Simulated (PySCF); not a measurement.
# EPR parameters of C6H9FN

Species: C6H9FN (doublet state).
Structure used (GFN2-xTB), in Å, numbered top down from 1:
```
atom  x, y, z in Å
C1     2.604   -0.056    1.031
C2     1.588   -0.378   -0.060
N3     0.589    0.653   -0.093
C4    -0.631    0.411   -0.066
C5    -1.834    1.302   -0.218
C6    -2.612    0.052   -0.505
C7    -1.514   -0.853   -0.088
F8    -1.168   -1.879   -0.954
H9     2.141   -0.129    2.013
H10    3.436   -0.753    0.982
H11    2.977    0.955    0.899
H12    1.164   -1.380    0.090
H13    2.086   -0.357   -1.034
H14   -2.119    1.834    0.694
H15   -1.767    2.037   -1.024
H16   -3.331   -0.119   -1.281
H17   -1.615   -1.326    0.900
```

The hyperfine couplings belong to this conformer and change with its torsions.

The species is `CC/N=C1/C[CH][C@H]1F` [radical].

The calculation used UKS B3LYP, pcH-1 on C F H N, non-relativistic, mean-field spin-orbit, GIAO (PySCF). The structure is a single GFN2-xTB conformer in the gas phase; no vibrational or solvent corrections. Couplings are sensitive to structure, and on GFN2-xTB geometries they can be far from those on DFT ones. No stability test was run, so a lower SCF solution isn't excluded.

* g1, g2, g3: 2.00202, 2.00261, 2.00299
* g_iso: 2.00254
* Form of g: rhombic: the two nearest values differ by 39 % of g3 − g1
* ⟨S²⟩: 0.7542 (exact 0.7500)
* HOMO–LUMO gap, α and β orbitals: 5.66, 4.25 eV

Isotropic coupling and dipolar principal values T1 to T3, in 10⁻⁴ cm⁻¹ (1 × 10⁻⁴ cm⁻¹ = 2.998 MHz):

```tsv
atom	isotope	a_iso	T1	T2	T3	Mulliken spin population
C1	13C	-0.2	0.0	0.0	0.1	0.00
C2	13C	-0.2	-0.1	0.0	0.1	0.00
N3	14N	0.2	-0.6	-0.2	0.8	0.01
C4	13C	16.4	-1.2	-0.7	1.9	0.02
C5	13C	-6.2	-1.3	0.0	1.3	-0.08
C6	13C	45.3	-26.0	-25.7	51.7	0.99
C7	13C	-7.1	-1.2	0.1	1.0	-0.05
F8	19F	39.2	-18.8	-14.3	33.1	0.02
H9	1H	0.0	-0.2	-0.2	0.3	0.00
H10	1H	-0.1	-0.1	-0.1	0.2	0.00
H11	1H	0.0	-0.1	-0.1	0.3	0.00
H12	1H	0.4	-0.4	-0.3	0.7	0.00
H13	1H	0.9	-0.2	-0.2	0.5	0.00
H14	1H	38.3	-1.9	-1.6	3.4	0.04
H15	1H	30.0	-1.5	-1.0	2.5	0.04
H16	1H	-19.0	-12.2	-0.5	12.7	-0.04
H17	1H	34.8	-2.2	-0.8	3.0	0.04
```

The Mulliken spin populations are largest on C6 (+0.99) and C5 (-0.08). No atom but C6 exceeds +0.15. The positive populations add up to 1.16 and the negative ones to -0.16, together 2S = 1. The angles at C6 add up to 349.4°, so it is slightly pyramidal.

Axes: g3 points within 11° of the C6–C7 bond.

Under fast tumbling the dipolar parts average out, and these isotropic splittings remain (the largest six): 1 × 19F (F8, I = 1/2, 2 lines) with 4.20 mT, 1 × 1H (H14, I = 1/2, 2 lines) with 4.10 mT, 1 × 1H (H17, I = 1/2, 2 lines) with 3.72 mT, 1 × 1H (H15, I = 1/2, 2 lines) with 3.21 mT, 1 × 1H (H16, I = 1/2, 2 lines) with 2.03 mT and 1 × 1H (H13, I = 1/2, 2 lines) with 0.10 mT.

The 13C coupling of C6 (135.7 MHz) shows only in satellite lines or after enrichment, since that isotope makes up about 1.07 % of natural carbon.

The spin density at the nucleus, in bohr⁻³, is negative for C7 (-0.0190), C5 (-0.0165) and H16 (-0.0127), for instance. A restricted open-shell determinant has no negative spin density anywhere; here it arises because α and β orbitals differ (spin polarisation).
